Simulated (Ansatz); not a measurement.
The same hydrolysis along the group Si, Ge, Sn.

Calculated with Ansatz (gas phase, PBE0-D4/def2-TZVP geometries, no zero-point term in ΔE). CCSD(T)/CBS adds triple-zeta CCSD(T) − MP2 to the extrapolated MP2 energy (def2 sets, frozen cores). This one scheme is used for every species. Functionals use def2-TZVPP. def2 core potentials past Kr. For Br, Ge, Sn outer-core shells are correlated without core-valence functions, which leaves a few kJ/mol of doubt a bond. Scalar relativity is left out up to krypton. One conformer a species, not always the lowest.

```json
{"reaction": "`F[Si]Br` + H₂O → `O[Si]Br` + H–F", "CCSD(T)/CBS(def2) (eV)": "?"}
{"reaction": "`[F][Ge][Br]` + H₂O → `[OH][Ge][Br]` + H–F", "CCSD(T)/CBS(def2) (eV)": "0.17"}
{"reaction": "`[F][Sn][Br]` + H₂O → `[OH][Sn][Br]` + H–F", "CCSD(T)/CBS(def2) (eV)": "0.40"}
```

(1) Fill in the missing values. (Best estimate.)

Largest T1 diagnostic: 0.015, for `[OH][Sn][Br]`.

## Answers

(1) Ansatz gave: `F[Si]Br` + H₂O → `O[Si]Br` + H–F: +0.24 eV.
